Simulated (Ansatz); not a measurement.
Geometry optimisation, RKS B3LYP/def2-SVP in Ansatz 0.2.0.

input.yaml

```yaml
crystal:
  periodic: [false, false, false]
  atoms:
    - { symbol: Si, position_ang: [-1.56874, 0.6012, 0.73736] }
    - { symbol: C, position_ang: [0.18085, 0.82319, 0.17204] }
    - { symbol: O, position_ang: [0.98347, -0.16451, -0.06856] }
    - { symbol: S, position_ang: [0.43228, -1.68775, -0.48775] }
    - { symbol: H, position_ang: [-2.44497, 0.94569, -0.3863] }
    - { symbol: H, position_ang: [0.7578, 1.71129, 0.44043] }
    - { symbol: H, position_ang: [1.65931, -2.2291, -0.40722] }
total_charge: 1
basis:
  gaussian: { orbitals: def2-SVP }
hamiltonian:
  xc: b3lyp
relax:
  f_tol: 0.02
  max_steps: 40
output:
  orbitals: {}
```

Launched with:

```bash
$ ansatz run input.yaml --threads 1 --pin off --max-ram 2048MiB --backend cpu --events-out ev --progress --plain --runs-dir out
```

Task: Where does it end, and by what steps?

Result: The forces met the threshold. Limits of this set-up: the dipole of an ion depends on the origin. After 13 steps the energy has fallen by 0.480 eV; H7 moved furthest, 0.87 Å. Joined: Si1–S4.

```
step  energy less start (eV)  largest force component (eV/Å)  accepted
   0                  0.0000                           1.476       yes
   1                 -0.1519                           1.470       yes
   2                 -0.2429                           0.977       yes
   3                 -0.2788                           0.923       yes
   4                 -0.3400                           0.689       yes
   5                 -0.3921                           0.484       yes
   6                 -0.4500                           0.412       yes
   7                 -0.4600                           0.321       yes
   8                 -0.4701                           0.409       yes
   9                 -0.4757                           0.286       yes
  10                 -0.4789                           0.127       yes
  11                 -0.4781                           0.228        no
  12                 -0.4801                           0.027       yes
  13                 -0.4802                           0.016       yes
```

```xyz
7
Properties=species:S:1:pos:R:3
Si -1.294 0.069 0.745
C 0.305 0.919 0.199
O 1.174 0.084 -0.298
S 0.304 -1.350 -0.790
H -2.192 0.563 -0.364
H 0.763 1.898 0.423
H 0.939 -2.183 0.085
```

Whether the end is a true minimum wasn't checked by a vibrational analysis.

Run time: 40 s on 1 thread of Arm Neoverse V2, on a shared host, peak memory 0.15 GiB.
